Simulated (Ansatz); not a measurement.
```yaml
crystal:
  periodic: [false, false, false]
  atoms:
    - {symbol: Ga, position_ang: [0.800470, -0.931229, 0.509937]}
    - {symbol: H, position_ang: [1.637841, -1.663577, -0.579958]}
    - {symbol: H, position_ang: [0.488779, -1.268072, 2.191786]}
    - {symbol: H, position_ang: [0.768616, 0.825432, 0.109729]}
    - {symbol: Ga, position_ang: [-0.688695, 0.842993, -0.576393]}
    - {symbol: H, position_ang: [-1.670851, 1.395611, 0.376799]}
    - {symbol: H, position_ang: [-0.360931, 1.125468, -1.997278]}
    - {symbol: H, position_ang: [-0.990945, -0.611393, -0.232684]}
basis:
  gaussian: {orbitals: 6-31G}
hamiltonian: {xc: {name: B2GP-PLYP}}
accuracy: high
scf: {lower_state_search: off}
```

```sh
$ ansatz run in.yaml --threads 4 --pin off --events-out ev --progress --plain --max-ram 3916MiB
```

It prints (some lines left out):

```
Functional definition: B2GP-PLYP
  name "B2GP-PLYP"
  cite "Karton, Tarnopolsky, Lamère, Schatz & Martin, J. Phys. Chem. A 112, 12868 (2008) doi:10.1021/jp801805p"
  cite "Becke, Phys. Rev. A 38, 3098 (1988) doi:10.1103/PhysRevA.38.3098"
  cite "Lee, Yang & Parr, Phys. Rev. B 37, 785 (1988) doi:10.1103/PhysRevB.37.785"
  parameter a = 0.65
  parameter c = 0.36
  exchange = (1 - a)*b88_x + a*exact_x
  correlation = (1 - c)*lyp_c + c*(mp2_os + mp2_ss)
these checks for a lower state are left out or cut short: stability, starts, cluster_reference, orbital_swaps, neighbouring_geometries, increment
1368 factors; integrals over basis functions are off by at most 3.0e-8 eV
mean field evaluation 1: about -104799.2659 eV, gradient 1.5e1 eV
mean field evaluation 2: about -104799.4478 eV, gradient 1.5e1 eV
mean field evaluation 4: about -104799.8835 eV, gradient 1.5e0 eV
mean field evaluation 8: about -104799.8896 eV, gradient 4.4e-2 eV
mean field evaluation 16: about -104799.8896 eV, gradient 1.5e-6 eV
mean field -104799.88958167 eV, -3851.3249062098 hartree, gradient 4.7e-8 eV, S^2 0.000000; 0 other end points of the search recorded, 0 dependent functions left out
18 core orbitals not correlated: weight in the atoms' cores, before any rotation towards them, 1.000 or more for the frozen orbitals, at most 0.000 for the correlated occupied ones
reference -104799.88960358 eV, -3851.3249070151 hartree; 16, 16 occupied and 36, 36 virtual orbitals, 1368 factors
second order -13.70231205 eV of doubles, -0.00000000 eV of singles
Total energy: -104804.82243592 eV, -3851.5061852599 hartree
Checks for a lower state left out: stability, starts, cluster_reference, orbital_swaps, neighbouring_geometries, increment
```

It took 1.2 s on 4 threads of Arm Neoverse V2 on a shared host.

The 6-31G sets use Cartesian d functions. Correlated methods freeze 18 core orbitals; core or outer-core shells of Ga are correlated, in sets that lack core-valence functions.
